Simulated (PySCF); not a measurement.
O2Ti, SMILES [O]=[Ti]=[O] (connectivity only; charge and spin as stated), charge -1, multiplicity 2. Atoms are numbered in the order given.

```xyz
3

Ti     0.0000     0.0000    -0.3960
O      0.0000     1.3832     0.5445
O      0.0000    -1.3832     0.5445
```
Charge -1, spin multiplicity 2.

Geometry optimised at r2SCAN-D4/def2-TZVPD. The multiplicity is an assumed one; other spin states were not compared. The isomer is the one that the SMILES or the coordinates give; other isomers of the formula were not compared.

All values below come from CAM-B3LYP/def2-TZVPD (PySCF).

The molecule is in vacuum.

**Question.** Estimate the frontier levels, dipole moment and polarisability. (The exact figures need the calculation; the answer reports its results.)

**Answer.** 
```json
{
 "α spin, highest occupied and lowest empty level": "-1.07 and 3.31 eV",
 "β spin, highest occupied and lowest empty level": "-3.55 and 2.80 eV",
 "dipole_moment_about_the_centre_of_nuclear_charge": "1.61 D",
 "mean_static_polarisability": "129.6 bohr³ (19.20 Å³)",
 "polarisability_principal_values": "102.0, 129.9, 156.7 bohr³",
 "⟨S²⟩": "0.752 (pure state 0.75)"
}
```
